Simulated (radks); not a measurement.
Valence configurations of the iodine ion I2+ (all share [Kr]). All-electron calculation, scalar-relativistic Kohn-Sham, PBE, spin-unpolarised, spherical densities, finite nucleus; Fermi nuclear charge, rms radius 4.75 fm. Program: a radial shooting solver on a logarithmic mesh with Libxc functionals. Energies are relative to 4d10 5s2 5p3; eigenvalues in eV.

valence	E (eV)	e(4d)	e(5p)	e(5s)
4d10 5s2 5p3	0.000	-70.587	-24.481	-36.002
4d9 5s2 5p4	48.722	-77.633	-26.253	-38.462
4d9 5s1 5p5	60.991	-78.886	-26.838	-39.169
4d8.5 5s1 5p5.5	87.665	-82.365	-27.681	-40.340
4d9.5 5p5.5	47.691	-76.655	-26.563	-
4d10 5s1 5p4	11.587	-71.907	-25.106	-36.759
4d9.5 5s1.5 5p4	29.652	-74.761	-25.681	-37.614
4d10 5s1.5 5p3.5	5.777	-71.251	-24.796	-36.384
4d8 5s2 5p5	102.73	-84.645	-27.958	-40.826
4d9.5 5s2 5p3.5	23.702	-74.114	-25.377	-37.245

NIST lists [Kr] 4d10 5s2 5p3 as the ground configuration; this level of theory agrees among the configurations tried. The energies are those of spherical spin-averaged densities, not of single terms.
